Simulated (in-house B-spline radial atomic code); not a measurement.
## Ionising Nd III (Nd2+) with different functionals

Computed with a radial B-spline atomic code at the basis-set limit: four-component Dirac-Coulomb Hamiltonian, Fermi nucleus of rms radius 4.9123 fm, spin-restricted, spherical fractional occupations for the functionals. The ionisation energy is the difference of two self-consistent energies, [Xe] 4f4 → [Xe] 4f3, without Breit or QED terms; ε is the level of the shell that loses the electron (mean over j). The electron is taken from both j subshells in proportion to 2j + 1, so the result is a j average, not the step between ground levels.

Hybrids are left out here: with spherical fractional occupations of an open shell their exact exchange keeps a self-interaction that integer-occupation calculations don't have.

| method | rung | ΔSCF (eV) | -ε(4f) (eV) |
| --- | --- | --- | --- |
| LDA VWN5 | LDA | 22.71 | 14.85 |
| relativistic LDA | LDA | 22.84 | 14.96 |
| LDA PW92 | LDA | 22.70 | 14.85 |
| LDA exchange-only | LDA | 21.03 | 13.29 |
| PBE | GGA | 22.39 | 14.56 |
| PBEsol | GGA | 22.43 | 14.59 |
| BLYP | GGA | 22.23 | 14.43 |
| RPBE | GGA | 22.33 | 14.51 |
| PW91 | GGA | 22.48 | 14.65 |
| BP86 | GGA | 22.49 | 14.64 |
| AM05 | GGA | 22.46 | 14.60 |
| OLYP | GGA | 22.68 | 14.77 |

Question: How do they compare with the NIST value?

Answer: NIST lists 22.09 eV ± 0.04 (semi-empirical, ground level to ground level). Errors run from -1.06 to +0.75 eV; BLYP is closest (+0.14 eV), but part of that can be cancellation, since the calculations leave out Breit-QED terms, spin polarisation, the choice among j levels, multiplet and fine-structure energies.
